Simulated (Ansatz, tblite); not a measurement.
Cost and result up the ladder for the cluster Te₂Pb⁺ (3 atoms). The state is a doublet with charge 1. Geometry: PBE0-D4/def2-SVP.

| atom | x (Å) | y (Å) | z (Å) |
| --- | --- | --- | --- |
| Pb1 | -1.7229 | -0.0931 | 0.1045 |
| Te2 | 0.9661 | -0.5351 | 1.1551 |
| Te3 | 0.7567 | 0.6282 | -1.2597 |

Ansatz on 4 threads of Arm Neoverse V2 on a shared host; xTB runs through tblite on one thread. Times are rough, summed over both states, and most runs start from the orbitals of an earlier one. PBE-QIDH/def2-TZVP serves as the yardstick here, not as an exact answer. Differences are given only for rows in sets of like size (and for xTB, whose basis is part of the method), since another set adds its own error. The other state is a quartet at its own geometry.

In the def2 sets Pb, Te take a core potential; there is no spin–orbit coupling. The xTB rows come from tblite. LC-ωPBE has ω = 0.4 bohr⁻¹. Correlated methods freeze 12 core orbitals; core or outer-core shells of Pb, Te are correlated, in sets that lack core-valence functions. The rows differ in basis, and correlated rows in double-zeta sets carry the largest basis error. In CCSD on the charge 1 quartet the largest single amplitude is 0.29, so its Hartree–Fock determinant may place the open shell otherwise than the density functionals do. The structure comes from a short search, and lower isomers may exist.

Correlated methods converge slowly with the basis, most of all in double-zeta sets (MP2 moves by 0.17 eV from def2-SVP to def2-TZVP here).

xTB has no spin-polarisation term.

```json
{"level": "GFN1-xTB", "functions": "22", "wall time": "0.004 s", "quartet − doublet (eV)": "3.05", "difference from PBE-QIDH/def2-TZVP (eV)": "1.12", "remarks": "–"}
{"level": "GFN2-xTB", "functions": "22", "wall time": "0.004 s", "quartet − doublet (eV)": "2.73", "difference from PBE-QIDH/def2-TZVP (eV)": "0.80", "remarks": "–"}
{"level": "PBE-D4/def2-TZVP", "functions": "150", "wall time": "4.6 s", "quartet − doublet (eV)": "1.93", "difference from PBE-QIDH/def2-TZVP (eV)": "0.00", "remarks": "–"}
{"level": "revPBE-D4/def2-TZVP", "functions": "150", "wall time": "4.8 s", "quartet − doublet (eV)": "1.85", "difference from PBE-QIDH/def2-TZVP (eV)": "-0.08", "remarks": "–"}
{"level": "PBE0-D4/def2-TZVP", "functions": "150", "wall time": "7.2 s", "quartet − doublet (eV)": "1.89", "difference from PBE-QIDH/def2-TZVP (eV)": "-0.04", "remarks": "–"}
{"level": "RPA@PBE/def2-TZVP", "functions": "150", "wall time": "11 s", "quartet − doublet (eV)": "1.77", "difference from PBE-QIDH/def2-TZVP (eV)": "-0.16", "remarks": "–"}
{"level": "r2SCAN-D4/def2-TZVP (with forces)", "functions": "150", "wall time": "13 s", "quartet − doublet (eV)": "1.84", "difference from PBE-QIDH/def2-TZVP (eV)": "-0.09", "remarks": "–"}
{"level": "LC-ωPBE/def2-TZVP", "functions": "150", "wall time": "13 s", "quartet − doublet (eV)": "1.77", "difference from PBE-QIDH/def2-TZVP (eV)": "-0.16", "remarks": "–"}
{"level": "MP2/def2-TZVP", "functions": "150", "wall time": "13 s", "quartet − doublet (eV)": "2.20", "difference from PBE-QIDH/def2-TZVP (eV)": "0.27", "remarks": "spin-contaminated (⟨S²⟩ 0.83) (doublet)"}
{"level": "PBE-QIDH/def2-TZVP", "functions": "150", "wall time": "15 s", "quartet − doublet (eV)": "1.93", "difference from PBE-QIDH/def2-TZVP (eV)": "0.00", "remarks": "–"}
{"level": "r2SCAN0-D4/def2-TZVP", "functions": "150", "wall time": "15 s", "quartet − doublet (eV)": "1.80", "difference from PBE-QIDH/def2-TZVP (eV)": "-0.13", "remarks": "–"}
{"level": "CCSD(T)/def2-SVP", "functions": "78", "wall time": "18 s", "quartet − doublet (eV)": "1.76", "difference from PBE-QIDH/def2-TZVP (eV)": "–", "remarks": "–"}
{"level": "ωB97M-V/def2-TZVP", "functions": "150", "wall time": "52 s", "quartet − doublet (eV)": "1.82", "difference from PBE-QIDH/def2-TZVP (eV)": "-0.11", "remarks": "–"}
```
